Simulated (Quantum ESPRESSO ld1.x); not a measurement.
Results of a calculation; reference values are marked as such.
The table gives one normalised radial function P(r) = r R(r) (large component) of S in [Ne] 3s1 3p5 (r in bohr). Code: ld1.x of Quantum ESPRESSO 7.5. Model: Dirac Kohn-Sham, revPBE, spin-unpolarised, spherical densities, point nucleus; open shells are shared between the two j in proportion to 2j + 1.

| r | P |
|---|---|
| 0.005808 | 0.0013 |
| 0.007383 | 0.0020 |
| 0.009461 | 0.0032 |
| 0.01212 | 0.0051 |
| 0.01541 | 0.0079 |
| 0.01975 | 0.0124 |
| 0.02531 | 0.0193 |
| 0.03217 | 0.0293 |
| 0.04123 | 0.0446 |
| 0.05283 | 0.0666 |
| 0.06717 | 0.0960 |
| 0.08607 | 0.1361 |
| 0.1103 | 0.1857 |
| 0.1402 | 0.2394 |
| 0.1797 | 0.2928 |
| 0.2303 | 0.3294 |
| 0.2927 | 0.3295 |
| 0.3751 | 0.2718 |
| 0.4807 | 0.1414 |
| 0.611 | -0.0512 |
| 0.783 | -0.2914 |
| 1.003 | -0.5241 |
| 1.276 | -0.6877 |
| 1.635 | -0.7401 |
| 2.095 | -0.6638 |
| 2.663 | -0.5055 |
| 3.412 | -0.3195 |
| 4.373 | -0.1679 |
| 5.559 | -0.0738 |
| 7.124 | -0.0239 |

Which n and l does it have? It may be an empty orbital.

Answer. n = 3, l = 1: the number of nodes gives n - l - 1 = 1, the rise at small r points to l (for j = l - 1/2 the large component starts as r^gamma with gamma = sqrt(l^2 - (Z/c)^2) = 0.99 and the r^(l+1) term takes over further out; the orbital of l - 1 with the same j starts with the same power, but with a larger coefficient, and does not steepen), and the extent must fit the shell. The curve is that of 3p1/2; the two j differ most near the nucleus, where j = l - 1/2 has the larger amplitude, and in heavy atoms j = l - 1/2 is also the more compact. 3p1/2: eigenvalue -7.590 eV, 1 radial node at r = 0.577 bohr, <r> = 2.03 bohr, 90 % of the charge inside 3.20 bohr.
